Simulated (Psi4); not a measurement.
CrF₂O₂, quintet (typed; the unrestricted solution is spin-contaminated), geometry from GFN2-xTB of the parent state (such geometries of metal compounds can be far from the true shape) (another spin typed on purpose, not shown lowest); HF/STO-3G (Psi4).

Input for Psi4:
```
memory 2 GB

molecule mol {
0 5
  Cr    0.052098   -0.009182    0.017120
  O     1.235119   -0.334455   -0.927286
  O     0.502059    0.028293    1.498124
  F    -0.567081    1.486993   -0.393793
  F    -1.116006   -1.190364   -0.159271
}

set basis sto-3g
set reference uhf

energy('scf')
print_variables()
```

Q: What does Psi4 print? Leave out banner, timings and long lists.

A: 
```
   => Loading Basis Set <=

    Name: STO-3G
    Role: ORBITAL
    Keyword: BASIS

         ---------------------------------------------------------
                                   SCF
               by Justin Turney, Rob Parrish, Andy Simmonett
                          and Daniel G. A. Smith
                              UHF Reference
         ---------------------------------------------------------

  ==> Geometry <==

    Molecular point group: c1
    Full point group: C1

    Geometry (in Angstrom), charge = 0, multiplicity = 5:

       Center              X                  Y                   Z               Mass
    ------------   -----------------  -----------------  -----------------  -----------------
         CR           0.064268834808    -0.011326924829     0.021119161313    51.940506230000
         O            1.247289834808    -0.336599924829    -0.923286838687    15.994914619570
         O            0.514229834808     0.026148075171     1.502123161313    15.994914619570
         F           -0.554910165192     1.484848075171    -0.389793838687    18.998403162730
         F           -1.103835165192    -1.192508924829    -0.155271838687    18.998403162730

  Running in c1 symmetry.

  Rotational constants: A =      0.15231  B =      0.13609  C =      0.12992 [cm^-1]
  Rotational constants: A =   4566.25744  B =   4079.80696  C =   3894.77487 [MHz]
  Nuclear repulsion =  355.172781272678662

  Charge       = 0
  Multiplicity = 5
  Electrons    = 58
  Nalpha       = 31
  Nbeta        = 27

  ==> Algorithm <==

  SCF Algorithm Type is DF.
  DIIS enabled.
  MOM disabled.
  Fractional occupation disabled.
  Guess Type is SAD.
  Energy threshold   = 1.00e-06
  Density threshold  = 1.00e-06
  Integral threshold = 1.00e-12

  ==> Primary Basis <==

  Basis Set: STO-3G
    Blend: STO-3G
    Number of shells: 20
    Number of basis functions: 38
    Number of Cartesian functions: 39
    Spherical Harmonics?: true
    Max angular momentum: 2

   => Loading Basis Set <=

    Name: (STO-3G AUX)
    Role: JKFIT
    Keyword: DF_BASIS_SCF

  ==> Integral Setup <==

  SCF_SUBTYPE=INCORE selected. In-core MEM_DF algorithm will be used.
  Using in-core AOs.

  ==> MemDFJK: Density-Fitted J/K Matrices <==

    J tasked:                   Yes
    K tasked:                   Yes
    wK tasked:                   No
    Algorithm:                 Core
    Schwarz Cutoff:           1E-12
    Mask sparsity (%):       3.1856
    Fitting Condition:        1E-10

   => Auxiliary Basis Set <=

  Basis Set: (STO-3G AUX)
    Blend: DEF2-UNIVERSAL-JKFIT
    Number of shells: 158
    Number of basis functions: 572
    Number of Cartesian functions: 749
    Spherical Harmonics?: true
    Max angular momentum: 6

  Minimum eigenvalue in the overlap matrix is 2.5703958870E-01.
  Reciprocal condition number of the overlap matrix is 1.3131715354E-01.
    Using symmetric orthogonalization.

  ==> Pre-Iterations <==

  SCF Guess: Superposition of Atomic Densities via on-the-fly atomic UHF (no occupation information).

   -------------------------
    Irrep   Nso     Nmo
   -------------------------
     A         38      38
   -------------------------
    Total      38      38
   -------------------------

  ==> Iterations <==

                           Total Energy        Delta E     RMS |[F,P]|

   @DF-UHF iter SAD: -1373.14688771629881   -1.37315e+03   0.00000e+00
   @DF-UHF iter   1: -1375.87356206278992   -2.72667e+00   1.21827e-02 ADIIS/DIIS
   @DF-UHF iter   2: -1375.96159277467564   -8.80307e-02   1.21428e-02 ADIIS/DIIS
   @DF-UHF iter   3: -1376.06962176934508   -1.08029e-01   1.84341e-03 ADIIS/DIIS
   @DF-UHF iter   4: -1376.08214708387436   -1.25253e-02   1.01895e-03 ADIIS/DIIS
   @DF-UHF iter   5: -1376.08667562606229   -4.52854e-03   5.58594e-04 ADIIS/DIIS
   @DF-UHF iter   6: -1376.08849523907838   -1.81961e-03   3.13120e-04 ADIIS/DIIS
   @DF-UHF iter   7: -1376.08914778426606   -6.52545e-04   1.88733e-04 ADIIS/DIIS
   @DF-UHF iter   8: -1376.08942907489700   -2.81291e-04   1.06220e-04 ADIIS/DIIS
   @DF-UHF iter   9: -1376.08955149226153   -1.22417e-04   3.60429e-05 DIIS
   @DF-UHF iter  10: -1376.08956075043943   -9.25818e-06   2.47622e-05 DIIS
   @DF-UHF iter  11: -1376.08956429713862   -3.54670e-06   2.70332e-05 DIIS
   @DF-UHF iter  12: -1376.08956382656447    4.70574e-07   2.59955e-05 DIIS
   @DF-UHF iter  13: -1376.08956157199486    2.25457e-06   1.05352e-05 DIIS
   @DF-UHF iter  14: -1376.08956209944745   -5.27453e-07   5.68953e-06 DIIS
   @DF-UHF iter  15: -1376.08956229506953   -1.95622e-07   4.36860e-06 DIIS
   @DF-UHF iter  16: -1376.08956251190648   -2.16837e-07   2.55836e-06 DIIS
   @DF-UHF iter  17: -1376.08956258851777   -7.66113e-08   1.55112e-06 DIIS
   @DF-UHF iter  18: -1376.08956261773710   -2.92193e-08   1.77720e-06 DIIS
   @DF-UHF iter  19: -1376.08956260570767    1.20294e-08   1.32472e-06 DIIS
   @DF-UHF iter  20: -1376.08956260184982    3.85785e-09   6.65499e-07 DIIS
  Energy and wave function converged.

  ==> Post-Iterations <==

   @Spin Contamination Metric:   2.390254802E-01
   @S^2 Expected:                6.000000000E+00
   @S^2 Observed:                6.239025480E+00
   @S   Expected:                2.000000000E+00
   @S   Observed:                2.000000000E+00

    Orbital Energies [Eh]
    ---------------------

    Alpha Occupied:

       1A   -218.604587     2A    -26.338672     3A    -25.809044
       4A    -25.808957     5A    -22.602407     6A    -22.601839
       7A    -22.600318     8A    -20.375097     9A    -20.374879
      10A     -3.674470    11A     -2.477589    12A     -2.470787
      13A     -2.462838    14A     -1.401828    15A     -1.391547
      16A     -1.363589    17A     -1.350303    18A     -0.664456
      19A     -0.654825    20A     -0.614862    21A     -0.587174
      22A     -0.567322    23A     -0.556637    24A     -0.494175
      25A     -0.449183    26A     -0.449149    27A     -0.444559
      28A     -0.444153    29A     -0.415516    30A     -0.318155
      31A     -0.312244

    Alpha Virtual:

      32A      0.352849    33A      0.356013    34A      0.369250
      35A      0.490171    36A      0.707903    37A      0.719026
      38A      0.754470

    Beta Occupied:

       1A   -218.605306     2A    -26.323664     3A    -25.807822
       4A    -25.807737     5A    -22.588459     6A    -22.586658
       7A    -22.585378     8A    -20.337522     9A    -20.337309
      10A     -3.544592    11A     -2.338295    12A     -2.317234
      13A     -2.289025    14A     -1.391796    15A     -1.381029
      16A     -1.145959    17A     -1.118240    18A     -0.502494
      19A     -0.478593    20A     -0.455849    21A     -0.444661
      22A     -0.443790    23A     -0.419753    24A     -0.419613
      25A     -0.394066    26A     -0.303474    27A     -0.244096

    Beta Virtual:

      28A      0.046901    29A      0.097445    30A      0.398763
      31A      0.406086    32A      0.410344    33A      0.427732
      34A      0.475200    35A      0.513463    36A      0.748117
      37A      0.754403    38A      0.814486

    Final Occupation by Irrep:
              A
    DOCC [    27 ]
    SOCC [     4 ]
    NA   [    31 ]
    NB   [    27 ]

  @DF-UHF Final Energy: -1376.08956260184982

   => Energetics <=

    Nuclear Repulsion Energy =            355.1727812726786624
    One-Electron Energy =               -2609.2311029523398247
    Two-Electron Energy =                 877.9687590778113417
    Total Energy =                      -1376.0895626018500479

  UHF NO Occupations:
  HONO-2 :   29  A 1.0000000
  HONO-1 :   30  A 1.0000000
  HONO-0 :   31  A 1.0000000
  LUNO+0 :   32  A 0.0636799
  LUNO+1 :   33  A 0.0570518
  LUNO+2 :   34  A 0.0014078
  LUNO+3 :   35  A 0.0005690

Computation Completed

Properties will be evaluated at   0.000000,   0.000000,   0.000000 [a0]

Properties computed using the SCF density matrix

 Multipole Moments:

 ------------------------------------------------------------------------------------
     Multipole            Electronic (a.u.)      Nuclear  (a.u.)        Total (a.u.)
 ------------------------------------------------------------------------------------

 L = 1.  Multiply by 2.5417464519 to convert [e a0] to [Debye]
 Dipole X            :         -0.6997587            1.3339604            0.6342016
 Dipole Y            :          0.1233227           -0.2350983           -0.1117756
 Dipole Z            :         -0.2299716            0.4383397            0.2083680
 Magnitude           :                                                    0.6768476

 ------------------------------------------------------------------------------------

  Variable Map:
  ----------------------------------------------------------------------------
  "CURRENT ENERGY"           =>   -1376.089562601850
  "CURRENT REFERENCE ENERGY" =>   -1376.089562601850
  "DD SOLVATION ENERGY"      =>       0.000000000000
  "HF KINETIC ENERGY"        =>    1370.222318465189
  "HF POTENTIAL ENERGY"      =>   -2746.311881067038
  "HF TOTAL ENERGY"          =>   -1376.089562601850
  "HF VIRIAL RATIO"          =>       2.004281965093
  "NUCLEAR REPULSION ENERGY" =>     355.172781272679
  "ONE-ELECTRON ENERGY"      =>   -2609.231102952340
  "PCM POLARIZATION ENERGY"  =>       0.000000000000
  "PE ENERGY"                =>       0.000000000000
  "SCF ITERATION ENERGY"     =>   -1376.089562601850
  "SCF ITERATIONS"           =>      20.000000000000
  "SCF TOTAL ENERGY"         =>   -1376.089562601850
  "TWO-ELECTRON ENERGY"      =>     877.968759077811

  Array Variable Map:
  ----------------------------------------------------------------------------
  "CURRENT DIPOLE"           =>       0.634201608656 ... 0.208368042024 1 by 3
  "SCF DIPOLE"               =>       0.634201608656 ... 0.208368042024 1 by 3
  "SCF TOTAL ENERGIES"       =>   -1373.146887716299 ... -1376.089562601850 1 by 21
```
